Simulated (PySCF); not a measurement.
**Distorted geometries of WH4**

WH4 (triplet). PySCF 2.14.0, UKS r2SCAN, W def2-SVP with ECP60, H def2-SVP; non-relativistic Hamiltonian with scalar-relativistic core potentials where named; density fitting; no spin-orbit coupling. Relaxed geometry:

```xyz
5

W     0.1280   -0.1280    0.0000
H     1.7047    0.8158    0.0000
H     1.0716    1.4495    0.0000
H    -1.4493   -1.0718    0.0000
H    -0.8155   -1.7049    0.0000
```

Order these distorted geometries by energy above the relaxed one, lowest first.
A.
```xyz
5

W     0.1625   -0.0796    0.1297
H     1.5761    0.8791   -0.0664
H     1.0873    1.3791   -0.0137
H    -1.3128   -1.0837   -0.0915
H    -0.8736   -1.7343    0.0419
```
B.
```xyz
5

W     0.1986   -0.1029   -0.0338
H     1.6526    0.7703   -0.0190
H     1.0680    1.4524    0.0199
H    -1.4580   -1.0584    0.0023
H    -0.8218   -1.7008    0.0307
```
C.
```xyz
5

W     0.1036   -0.1067   -0.0856
H     1.7592    0.8523    0.0611
H     1.0280    1.4618    0.0389
H    -1.4238   -1.0509    0.0242
H    -0.8276   -1.7959   -0.0387
```

B (0.11 eV), C (0.15 eV), A (0.71 eV).

Which forces (eV/Å) act in the one that lies 0.11 eV up?


```
W   -1.71 -0.61  0.09
H    1.64  0.24 -0.03
H   -0.32  0.32 -0.01
H    0.76 -0.35 -0.01
H   -0.38  0.39 -0.04
```
Forces carry noise of the integration grid, about 0.01 to 0.03 eV/Å.

On relaxing from the template, bonds within or between ligands changed, so the formula names the start rather than the bonding at the end. The relaxed state isn't the lowest spin state tried at its geometry. No frequency check is given that shows the relaxed geometry to be a minimum. The relaxed state is spin-contaminated (spin squared 2.85 against 2.00). Open shells may have lower solutions than the one found.
